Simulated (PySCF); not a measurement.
## Correlation energy of Si³⁺ (silicon, charge +3)

[Ne] 3s1, 2S determinant. Computed with PySCF 2.14 in def2-TZVPPD, with no relativity, point nucleus. Frozen: 1s2; 9 electrons correlated.

| level | correlation energy (mhartree) |
| --- | --- |
| CCSD | -143.54 |
| (T) | -0.82 |
| CCSD(T) | -144.36 |

Diagnostics: T1 = 0.0026, D1 = 0.0051, largest double amplitude 0.012.

Q: Is a single reference adequate?

A: Yes: T1 lies below 0.03 and no double amplitude reaches 0.07.

This basis was not built for core-valence correlation, so the inner-shell part is incomplete.
